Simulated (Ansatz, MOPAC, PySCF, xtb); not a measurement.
Bond stretch in Ti(F)3, SMILES [F][Ti]([F])[F], doublet. The Ti1–F4 bond (Ti1 also carries F, F; F4 carries nothing else) is pulled apart rigidly from the PBE0/def2-TZVP optimised geometry.

- UKS-BP86/6-31G* = unrestricted BP86/6-31G*, spherical d run with PySCF
- GFN1-xTB (xtb)
- UKS-PBE0 = Ansatz (a quantum-chemistry and plane-wave program) with unrestricted PBE0/def2-TZVP
- UKS-B3LYP/6-31G* = PySCF 2.14.0 with unrestricted B3LYP/6-31G*, spherical d
- PM6, unrestricted, heats of formation (MOPAC)

Energies are in eV, each relative to the lowest point of its own curve near equilibrium.

```csv
R / Å,UKS-BP86/6-31G*,GFN1-xTB,UKS-PBE0,UKS-B3LYP/6-31G*,PM6
1.47,2.097,0.638,2.129,2.141,1.770
1.54,1.048,0.214,1.091,1.072,0.988
1.65,0.208,0.000,0.240,0.214,0.267
1.73,0.011,0.034,0.023,0.011,0.040
1.77,0.000,0.086,0.000,0.000,0.000
1.82,0.047,0.171,0.032,0.048,0.006
1.89,0.195,0.318,0.160,0.200,0.100
1.98,0.479,0.536,0.423,0.492,0.335
2.12,1.029,0.911,0.948,1.063,0.857
2.35,2.011,1.562,1.890,2.089,1.866
2.59,2.972,2.225,2.814,3.103,2.883
2.92,4.064,3.004,3.893,4.271,4.070
3.27,4.902,3.638,4.723,5.098,5.029
3.73,5.740,4.198,5.361,5.696,—
4.31,6.176,4.569,5.744,6.033,—
5.16,6.428,—,5.979,6.257,—
```

At the longest distance, 5.16 Å, UKS-BP86/6-31G* lies highest above its minimum (6.428 eV) and UKS-PBE0 lowest (5.979 eV).

A dash means that the run gave no value there, or that the column was ended at a point which the program doubted or which failed a test of continuity chosen for this set; such a test can also cut sound points.

The unrestricted determinant behind UKS-BP86/6-31G* is spin-contaminated at 3.27 to 5.16 Å (<S²> up to 1.4, against 0.75 for a pure doublet). The unrestricted determinant behind UKS-PBE0, UKS-B3LYP/6-31G* is spin-contaminated at 3.27 to 5.16 Å (<S²> up to 1.5, against 0.75 for a pure doublet).
